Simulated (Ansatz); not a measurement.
`[NH2][Sc]([OH])[O][SiH3]` + `NC([SiH3])S` → `NC([SiH3])S[SiH3]` + `[NH2][Sc]([OH])[OH]`  (ligand exchange at the Si–O bond)

Gas-phase electronic energies from Ansatz, PBE0-D4/def2-TZVP geometries. CCSD(T)/CBS adds triple-zeta CCSD(T) − MP2 to the extrapolated MP2 energy (def2 sets, frozen cores). Functionals use def2-TZVPP. For Sc outer-core shells are correlated without core-valence functions, which leaves a few kJ/mol of doubt a bond. Scalar relativity is left out up to krypton. Each species was taken in one conformer, which may not be the lowest.

`[NH2][Sc]([OH])[O][SiH3]`:

```xyz
11

N     1.538   -0.394    1.967
Sc    0.581   -0.867    0.300
O     0.849   -2.593   -0.366
O    -0.529    0.472   -0.480
Si   -1.499    1.557   -1.201
H     1.495    0.495    2.449
H     2.157   -0.996    2.494
H     0.854   -3.410   -0.855
H    -2.836    1.587   -0.545
H    -1.698    1.223   -2.640
H    -0.913    2.925   -1.123
```

`NC([SiH3])S`:

Cartesian coordinates in Å:
```
N 0.222 -0.103 1.506
C 0.595 0.140 0.127
Si -0.652 -0.646 -1.058
S 0.687 1.917 -0.221
H 0.232 -1.094 1.716
H 0.856 0.368 2.142
H 1.608 -0.197 -0.147
H -0.132 -0.572 -2.446
H -1.944 0.077 -0.948
H -0.864 -2.077 -0.693
H -0.608 2.188 0.022
```

`NC([SiH3])S[SiH3]`:

Z-matrix (Å, degrees):
```
C
Si 1 1.891
S 1 1.882 2 107.5
N 1 1.427 2 111.1 3 -124.0
H 1 1.094 2 110.0 3 115.3
H 2 1.488 1 110.7 3 -173.7
H 2 1.483 1 109.7 3 -52.7
H 2 1.487 1 107.4 3 67.0
Si 3 2.124 1 101.1 2 91.9
H 4 1.013 1 112.4 2 179.4
H 4 1.012 1 112.4 2 56.9
H 9 1.489 3 109.8 1 52.0
H 9 1.483 3 106.6 1 171.6
H 9 1.487 3 112.5 1 -68.1
```

`[NH2][Sc]([OH])[OH]`:

Cartesian coordinates in Å:
```
N -1.224 -1.002 -0.477
Sc 0.248 0.203 0.096
O 0.666 1.615 -1.063
O 1.062 -0.201 1.736
H -1.763 -0.923 -1.329
H -1.571 -1.805 0.031
H 1.004 2.375 -1.527
H 1.578 -0.261 2.533
```

(1) Is it downhill or uphill in electronic energy at CCSD(T)/CBS, and by how much? (Estimate.)

(2) What do these levels give: PBE-D4, ωB97X-V, ωB97M-V, B2PLYP, PBE, HF/def2-TZVPP, MP2/def2-TZVPP, CCSD(T)/def2-TZVPP, HF/def2-QZVPP, MP2/def2-QZVPP, HF/CBS(def2), MP2/CBS(def2)? (Best estimate.)

Largest T1 diagnostic among the species: 0.016.

Answers

(1) Computed: Uphill: ΔE = +0.57 eV.

(2) The calculation gave: PBE-D4 0.35, ωB97X-V 0.56, ωB97M-V 0.55, B2PLYP 0.60, PBE 0.40, HF/def2-TZVPP 0.84, MP2/def2-TZVPP 0.57, CCSD(T)/def2-TZVPP 0.60, HF/def2-QZVPP 0.87, MP2/def2-QZVPP 0.56, HF/CBS(def2) 0.87, MP2/CBS(def2) 0.54 eV.

From PBE to PBE0 (25 % exact exchange), in def2-TZVPP and without D4, ΔE moves by +0.08 eV. The D4 term adds −0.07 eV with B3LYP and −0.04 eV with PBE0; it sums over pairs of atoms, weighted by their polarisabilities, and B3LYP, whose exchange is more repulsive, gets the larger term. In def2-TZVPP, CCSD(T) changes the Hartree–Fock value by −0.24 eV (the triples alone add −0.05 eV) and MP2 by −0.27 eV.

B3LYP here is the variant with VWN-RPA as its local correlation; programs differ in this.
